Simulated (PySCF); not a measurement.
Excitation energy of Rb by level of theory

Rb [Kr] 5s1 (2S) → Rb [Kr] 5p1 (2P), as a difference of total energies. Calculation: PySCF 2.14, in ANO-RCC-VTZP; the spin-free X2C one-electron Hamiltonian (Gaussian nucleus). Correlated levels: valence and next inner shell: [Ar] 3d10 frozen. The calculations carry no spin-orbit coupling.

```json
{"method": "UHF", "excitation energy (eV)": "1.345"}
{"method": "LDA", "excitation energy (eV)": "1.535"}
{"method": "PBE", "excitation energy (eV)": "1.384"}
{"method": "PBE0", "excitation energy (eV)": "1.379"}
{"method": "r2SCAN", "excitation energy (eV)": "1.345"}
{"method": "wB97M-V", "excitation energy (eV)": "1.584"}
{"method": "B97-3", "excitation energy (eV)": "1.306"}
{"method": "MN15", "excitation energy (eV)": "1.695"}
{"method": "MP2 (valence and next inner shell)", "excitation energy (eV)": "1.573"}
{"method": "SCS-MP2 (valence and next inner shell)", "excitation energy (eV)": "1.523"}
```

Q: How much does correlation contribute at MP2 (valence and next inner shell)?

A: 1.573 − (1.345) = 0.228 eV, measured against UHF.

Errors of the correlated levels include the incompleteness of this basis and the frozen core.

The basis was made for the ground configuration and has no added diffuse functions, so the excitation energy can come out too high.

For comparison: 1.579 eV (measured; NIST levels, between the centres of gravity of the two terms).
